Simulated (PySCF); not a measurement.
# Correlation energy of O⁺ (oxygen, charge +1)

[He] 2s2 2p3, high-spin 4S determinant. Computed with PySCF 2.14 in jorge-DZP-DKH, with scalar relativity by spin-free X2C-1e. Frozen: 1s2; 5 electrons correlated.

MP2 pair energies summed by pair of shells (mhartree):

```tsv
pair	energy	share (%)
2s-2p	-44.73	66.9
2p-2p	-14.46	21.6
2s-2s	-7.68	11.5
```

Total MP2 correlation energy: -66.87 mhartree.

Same-spin part -17.05 and opposite-spin part -49.83 mhartree; SCS-MP2 scales them by 1/3 and 6/5 to -65.47 mhartree.

| level | correlation energy (mhartree) |
| --- | --- |
| CCSD | -81.11 |
| (T) | -0.50 |
| CCSD(T) | -81.61 |

Diagnostics: T1 = 0.0043, D1 = 0.0079, largest double amplitude 0.034.

Cost of the coupled-cluster step: 0.08 s of wall time on 1 thread of Neoverse-V1 (shared host), for 5 correlated electrons.

Iterations:

```
CC2 = 0
CCSD nocc = (np.int64(4), np.int64(1)), nmo = (14, 14)
frozen orbitals [[0], [0]]
max_cycle = 100
direct = 0
conv_tol = 1e-08
conv_tol_normt = 1e-06
diis_space = 8
diis_start_cycle = 0
Init t2, MP2 energy = -0.0668743487328784
Init E_corr(UCCSD) = -0.0668743487664333
cycle = 1  E_corr(UCCSD) = -0.0780929014427929  dE = -0.0112185527  norm(t1,t2) = 0.0231511
cycle = 2  E_corr(UCCSD) = -0.0803144258903595  dE = -0.00222152445  norm(t1,t2) = 0.00679147
cycle = 3  E_corr(UCCSD) = -0.0811395080839001  dE = -0.000825082194  norm(t1,t2) = 0.00247537
cycle = 4  E_corr(UCCSD) = -0.0811030417609988  dE = 3.64663229e-05  norm(t1,t2) = 0.000330741
cycle = 5  E_corr(UCCSD) = -0.0811059895814595  dE = -2.94782046e-06  norm(t1,t2) = 5.62676e-05
cycle = 6  E_corr(UCCSD) = -0.0811060694966773  dE = -7.99152178e-08  norm(t1,t2) = 7.74906e-06
cycle = 7  E_corr(UCCSD) = -0.0811061661956459  dE = -9.66989686e-08  norm(t1,t2) = 5.84431e-07
cycle = 8  E_corr(UCCSD) = -0.0811061565941654  dE = 9.60148047e-09  norm(t1,t2) = 5.47417e-08
UCCSD converged
E(UCCSD) = -74.49772699787239  E_corr = -0.08110615659416542
UCCSD(T) correction = -0.000502420896415009
```
